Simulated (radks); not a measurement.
The numbers below are computed, except where a source is named.
Spherical quantum dot in the effective-mass picture: electrons in a hard-walled sphere of radius 1.87, with a point charge +2 (a donor) at the centre, all in effective atomic units (hartree* = m*/eps^2 hartree, bohr* = eps/m* bohr), one dielectric constant everywhere. Level of theory: non-relativistic Kohn-Sham, r2SCAN, spin-polarised, spherical densities, generalised Kohn-Sham scheme (a radial shooting solver with Libxc functionals). Levels are named by radial order and angular momentum (1s, 1p, 1d, 2s, ...), and open shells are averaged over m.

N = 6, configuration 1s2 1p(up 3, down 1). This is the lowest configuration that the search found. Occupied and some empty levels:

level,occupation,eigenvalue (hartree*),<r> (bohr*)
1s up,1,3.0934,0.7961
1s down,1,3.2157,0.7806
1p up,3,5.0727,1.105
1p down,1,5.2736,1.102
2s up,0,6.6971,0.9319
2s down,0,6.8345,0.9408
1d up,0,7.0103,1.217
1d down,0,7.2440,1.217
1f up,0,9.3082,1.288
1f down,0,9.5716,1.289

Energy (hartree*): total 12.1801, kinetic 15.188, external -15.089, Hartree 16.049, exchange-correlation -3.9674.
